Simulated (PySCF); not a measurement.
Cr (chromium, neutral) across methods

[Ar] 3d4 4s2, high-spin 5D determinant (an excited configuration). Calculation: PySCF 2.14, in aug-cc-pwCVTZ-DK with one added diffuse shell each of s, p, d, f, g type (11s10p8d5f4g, 152 functions); the spin-free X2C one-electron Hamiltonian (Gaussian nucleus).

```tsv
method	E (hartree)	mean ε 3d α (eV)	mean ε 4s α (eV)	mean ε 4s β (eV)	Σ⟨r²⟩ (bohr²)	⟨S²⟩
UHF	-1049.62357	-15.311	-7.177	-6.077	44.91	6.017
r2SCAN	-1050.690	-7.688	-5.464	-4.467	42.87	6.024
LDA	-1048.418	-7.259	-5.413	-4.553	42.19	6.008
PBE0	-1050.521	-9.244	-5.866	-5.030	42.74	6.009
```

**Question.** Estimate the same row for PBE.

**Answer.** E (hartree) = -1050.498; mean ε 3d α (eV) = -7.107; mean ε 4s α (eV) = -5.227; mean ε 4s β (eV) = -4.390; Σ⟨r²⟩ (bohr²) = 42.61; ⟨S²⟩ = 6.009.
